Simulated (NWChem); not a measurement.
System: InIF2; SMILES [F][In]([F])[I]

Excerpt of the output:

```
             Northwest Computational Chemistry Package (NWChem) 7.3.0
             --------------------------------------------------------

 C2V symmetry detected

                             Geometry "geometry" -> ""
                             -------------------------

 Output coordinates in angstroms (scale by  1.889725989 to convert to a.u.)

  No.       Tag          Charge          X              Y              Z
 ---- ---------------- ---------- -------------- -------------- --------------
    1 In                  49.0000     0.00000000     0.00000000     1.00025872
    2 F                    9.0000     0.00000000    -1.63290000     2.05373172
    3 F                    9.0000     0.00000000     1.63290000     2.05373172
    4 I                   53.0000     0.00000000     0.00000000    -1.62226128

 Effective nuclear repulsion energy (a.u.)     902.8442602430

      Symmetry information
      --------------------

 Group name             C2v
 Group number             16
 Group order               4
 No. of unique centers     3

                                 NWChem DFT Module
                                 -----------------

 Summary of "ao basis" -> "ao basis" (spherical)
 ------------------------------------------------------------------------------
       Tag                 Description            Shells   Functions and Types
 ---------------- ------------------------------  ------  ---------------------
 In                         def2-svp                10       26   4s4p2d
 F                          def2-svp                 6       14   3s2p1d
 I                          def2-svp                10       26   4s4p2d

      Symmetry analysis of basis
      --------------------------

        a1         34
        a2          8
        b1         16
        b2         22

            General Information
            -------------------
          SCF calculation type: DFT
          Wavefunction type:  closed shell.
          No. of atoms     :     4
          No. of electrons :    64
           Alpha electrons :    32
            Beta electrons :    32
          Charge           :     0
          Spin multiplicity:     1
          Use of symmetry is: on ; symmetry adaption is: on
          Maximum number of iterations: 150
          AO basis - number of functions:    80
                     number of shells:    32
          Convergence on energy requested:  1.00D-06
          Convergence on density requested:  1.00D-05
          Convergence on gradient requested:  5.00D-04

              XC Information
              --------------
                          M06 Method XC Functional
                     Hartree-Fock (Exact) Exchange  0.270
                           M06 Exchange Functional  1.000
                         M06 Correlation Potential  1.000

             Grid Information
             ----------------
          Grid used for XC integration:  medium
          Radial quadrature: Mura-Knowles
          Angular quadrature: Lebedev.
          Tag              B.-S. Rad. Rad. Pts. Rad. Cut. Ang. Pts.
          ---              ---------- --------- --------- ---------
          In                  1.55      123          10.0       590
          F                   0.50       49          11.0       434
          I                   1.40      123          10.0       590
          Grid pruning is: on
          Number of quadrature shells:   295
          Spatial weights used:  Erf1

      Superposition of Atomic Density Guess
      -------------------------------------

 Sum of atomic energies:        -763.76244451

      Non-variational initial energy
      ------------------------------

 Total energy =    -684.427690
 1-e energy   =   -1691.862269
 2-e energy   =     726.236445
 HOMO         =      -0.361490
 LUMO         =      -0.119153

      Symmetry analysis of molecular orbitals - initial
      -------------------------------------------------

  Numbering of irreducible representations:

     1 a1          2 a2          3 b1          4 b2

  Orbital symmetries:

     1 a1          2 b2          3 a1          4 a1          5 b2
     6 b1          7 a1          8 a1          9 b2         10 b1
    11 a1         12 b2         13 b1         14 a1         15 a2
    16 a1         17 b2         18 a1         19 b2         20 a1
    21 a2         22 b1         23 a1         24 a1         25 b2
    26 b1         27 a1         28 a2         29 b2         30 a1
    31 b1         32 b2         33 a1         34 b1         35 b2
    36 a1         37 a1         38 b1         39 b2         40 a1
    41 b1         42 a1

     ---------------------------------------------
      Total Density - Mulliken Population Analysis
     ---------------------------------------------

    Atom       Charge   Shell Charges
 -----------   ------   -------------------------------------------------------
    1 In  21    19.25   2.59 -0.60  0.53  0.20  3.24  2.75  0.36  0.09  9.72  0.36
    2 F    9     9.76   1.99  1.15  0.81  3.56  2.23  0.00
    3 F    9     9.76   1.99  1.15  0.81  3.56  2.23  0.00
    4 I   25    25.23   1.83  0.22  1.23  0.67  2.93  3.12  2.56  2.66  9.82  0.19

[...]
```

Level: M06/def2-SVP with def2 effective core potentials on In, I. The geometry was optimised at PBE0/def2-SVP. def2 effective core potentials on In, I; no spin-orbit coupling.

Which NWChem input produces such a log?

One answer among several that fit: the input that was run:
```
start job
memory heap 200 mb stack 900 mb global 1100 mb
geometry units angstroms noautoz
  In     0.000000     0.000000     1.009027
  F      0.000000    -1.632900     2.062500
  F      0.000000     1.632900     2.062500
  I      0.000000     0.000000    -1.613493
end
basis spherical
  In library def2-svp
  F library def2-svp
  I library def2-svp
end
ecp
  In library def2-ecp
  I library def2-ecp
end
dft
  xc m06
  iterations 150
  mulliken
end
task dft energy
```
